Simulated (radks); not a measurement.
The copper ion Cu+, configuration [Ar] 3d9 5f1 (not the ground configuration). All-electron calculation, Dirac Kohn-Sham, PBEsol, spin-unpolarised, spherical densities, finite nucleus; open shells fill j = l - 1/2 first; Fermi nuclear charge, rms radius 3.8823 fm. Program: a radial shooting solver on a logarithmic mesh with Libxc functionals.

Normalised radial functions P(r) = r R(r) (large component), r in bohr:

r,2p3/2,3s1/2,5f5/2
0.001727,0.0022,0.0646,0.0000
0.002814,0.0056,0.1007,0.0000
0.004584,0.0144,0.1538,0.0000
0.007408,0.0360,0.2253,0.0000
0.01207,0.0888,0.3129,0.0000
0.01966,0.2105,0.3898,0.0000
0.03203,0.4671,0.3898,0.0000
0.05217,0.9342,0.2043,0.0000
0.08431,1.5773,-0.2190,0.0000
0.1374,2.0977,-0.6643,0.0000
0.2238,1.9047,-0.4821,0.0001
0.3645,0.9686,0.5752,0.0005
0.5938,0.2054,1.3212,0.0018
0.9673,0.0116,0.8515,0.0062
1.563,0.0001,0.2037,0.0212
2.547,0.0000,0.0128,0.0679
4.149,0.0000,0.0001,0.1650
6.758,0.0000,0.0000,0.2021
11.01,0.0000,0.0000,-0.0928
17.79,0.0000,0.0000,-0.3055
28.99,0.0000,0.0000,-0.0379
47.22,0.0000,0.0000,-0.0002

2p3/2: eigenvalue -932.74 eV, 0 radial nodes, <r> = 0.208 bohr, 90 % of the charge inside 0.339 bohr. 3s1/2: eigenvalue -137.66 eV, 2 radial nodes at r = 0.0677, 0.288 bohr, <r> = 0.711 bohr, 90 % of the charge inside 1.07 bohr. 5f5/2: eigenvalue -1.760 eV, 1 radial node at r = 9.81 bohr, <r> = 15.3 bohr, 90 % of the charge inside 21.3 bohr.
